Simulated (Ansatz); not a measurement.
`[F][Zr]([F])([SH])[SH]` + H–F → `[F][Zr]([F])([F])[SH]` + H₂S at 400 K and 1 bar (ligand exchange at a Zr–S bond).

Gas-phase electronic energies from Ansatz, PBE0-D4/def2-TZVP geometries. CCSD(T)/CBS is the MP2 limit (def2-TZVPP, def2-QZVPP) plus CCSD(T) − MP2 in def2-TZVPP, frozen cores. This one scheme is used for every species. Elements past krypton have def2 core potentials. For Zr outer-core shells are correlated without core-valence functions, which leaves a few kJ/mol of doubt a bond. One conformer a species, not always the lowest.

| species | CCSD(T)/CBS energy (Eh) | H − E (kJ/mol) | S (J/(mol·K)) |
| --- | --- | --- | --- |
| `[F][Zr]([F])([SH])[SH]` | -1043.58258 | 94.8 | 432.0 |
| H–F | -100.39570 | 36.5 | 182.2 |
| `[F][Zr]([F])([F])[SH]` | -745.03533 | 72.3 | 410.8 |
| H₂S | -398.97279 | 53.4 | 215.9 |

H − E and S are ideal-gas, rigid-rotor, harmonic terms from PBE0-D4/def2-TZVP, for one conformer and one mirror image of each species. 1 Eh = 2625.50 kJ/mol, R = 8.31446 J/(mol·K).

**Question.** By hand: ΔE, ΔH, ΔS and ΔG.

**Answer.** ΔE = (-745.03533) + (-398.97279) − (-1043.58258) − (-100.39570) = -0.02984 Eh = -78.3 kJ/mol. Δ(H − E) = 72.3 + 53.4 − 94.8 − 36.5 = -5.6, so ΔH = -83.9 kJ/mol. ΔS = 410.8 + 215.9 − 432.0 − 182.2 = 12.5 J/(mol·K). ΔG = -83.9 − 400 × (12.5)/1000 = -88.9 kJ/mol.

**Question.** By hand: the equilibrium constant, and the temperature at which ΔG would vanish if ΔH and ΔS stayed fixed.

**Answer.** log₁₀ K = −ΔG/(RT ln 10) = 11.6. ΔH and −TΔS have one sign here, so there is no such temperature.

The number of gas molecules stays the same, so ΔS is small and ΔH decides. A doubt of 5 kJ/mol in ΔE shifts log₁₀ K by 0.7 here. Other conformers and mirror images would add mixing entropy, several J/(mol·K) or more a flexible species. Modes under 60 cm⁻¹, often nearly free rotors, make the harmonic entropy too high. These are equilibria of isolated gas molecules and say nothing of rates. Largest T1 diagnostic: 0.018 (customary marks: 0.02 for closed shells, 0.045 for open ones).

ΔS is within the doubt of such terms, so its sign, and with it that verdict, could turn.
